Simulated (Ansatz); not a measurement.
`NCCO[SiH3]` → `C[SiH2]NCO`  (isomerisation)

Program: Ansatz. Geometries: PBE0-D4/def2-TZVP. ΔE: electronic, gas phase. CCSD(T)/CBS is the MP2 limit (def2-TZVPP, def2-QZVPP) plus CCSD(T) − MP2 in def2-TZVPP, frozen cores. DFT in def2-TZVPP. Each species was taken in one conformer, which may not be the lowest.

```csv
level,ΔE (kJ/mol)
r2SCAN,-25.6
HF/CBS(def2),-5.9
```

(1) What does CCSD(T)/CBS give? (Estimate.)

Largest T1 diagnostic among the species: 0.011.

Results:

(1) The calculation gave: -20.1 kJ/mol. The listed levels differ from it by -5.5, 14.2 kJ/mol.

In def2-TZVPP, CCSD(T) changes the Hartree–Fock value by −11.7 kJ/mol (the triples alone add −1.7 kJ/mol) and MP2 by −14.4 kJ/mol.

CCSD(T)/CBS has its own doubt, a few kJ/mol and more with outer-core shells, so smaller differences from it don't rank the levels.
